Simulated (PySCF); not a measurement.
F₆Sb, SMILES [F][Sb-]([F])([F])([F])([F])[F], charge -1.

Coordinates come from a B3LYP-D3(BJ)/def2-SVPD optimisation. The def2 effective core potentials stand for the cores of Sb; spin–orbit coupling is left out.

Level of theory: PBE/def2-SVPD (PySCF).

The total energy is -838.57220 hartree and the point group is Oh. The highest occupied level is -4.53 eV and the lowest empty level comes out as 0.60 eV. The orbital gap is 5.13 eV, the dipole moment about the centre of nuclear charge comes out as 0.000 e·Å and the mean static polarisability is 50.9 bohr³ (7.54 Å³). The polarisability, principal values is 50.9, 50.9, 50.9 bohr³.
